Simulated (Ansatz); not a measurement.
Calculated with Ansatz (gas phase, PBE0-D4/def2-TZVP geometries, no zero-point term in ΔE). CBS: MP2 limit from def2 TZ/QZ plus the TZ coupled-cluster correction, frozen cores. Functionals use def2-TZVPP. B3LYP here is the variant with VWN-RPA as its local correlation; programs differ in this. For Br, Ga outer-core shells are correlated without core-valence functions, which leaves a few kJ/mol of doubt a bond. Scalar relativity is left out up to krypton. Each species was taken in one conformer, which may not be the lowest.

Consider the redistribution: `C[O][Al]([F])[Br]` + `[Cl][Ga]([Br])[Br]` → `C[O][Al]([F])[Cl]` + `[Br][Ga]([Br])[Br]`.

Question: Is it downhill or uphill in electronic energy at CCSD(T)/CBS, and by how much? (Estimate.)

Answer: Computed: Downhill: ΔE = -0.12 eV.

Question: What do these levels give: B3LYP-D4, ωB97X-V, PBE0, r2SCANh, r2SCAN0, MP2/def2-TZVPP? (An estimate is asked.)

Answer: Computed: B3LYP-D4 -0.15, ωB97X-V -0.12, PBE0 -0.13, r2SCANh -0.13, r2SCAN0 -0.13, MP2/def2-TZVPP -0.13 eV.

Largest T1 diagnostic among the species: 0.011.

Leaving LDA and LC-ωPBE aside and taking each functional with its dispersion term where it has one, the values, not all of them listed here, spread over 0.03 eV, from BLYP-D4 to ωB97X-V.
